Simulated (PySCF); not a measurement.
## How methods differ on the excitation energy of Hf

Hf [Xe] 4f14 5d2 6s2 (3F) → Hf [Xe] 4f14 5d3 6s1 (5F), as a difference of total energies. All numbers are calculated (PySCF 2.14, scalar relativity by spin-free X2C-1e, in x2c-TZVPPall). Correlated levels: valence: [Xe] 4f14 frozen; valence and next inner shell: [Kr] 4d10 4f14 frozen. The calculations carry no spin-orbit coupling.

```
                                method  excitation energy (cm⁻¹)
                                   UHF                    7695.4
                                   LDA                     10719
                                   PBE                    9745.1
                                  PBE0                    9562.0
                                r2SCAN                    7470.9
                                revPBE                    9139.5
                                  BP86                     10207
                               wB97M-V                     13680
                         MP2 (valence)                     12411
                     SCS-MP2 (valence)                     16221
    MP2 (valence and next inner shell)                     12921
SCS-MP2 (valence and next inner shell)                     16229
```

A first-order spin-orbit estimate (lowest level to lowest level, LS coupling) adds 0.060 eV.
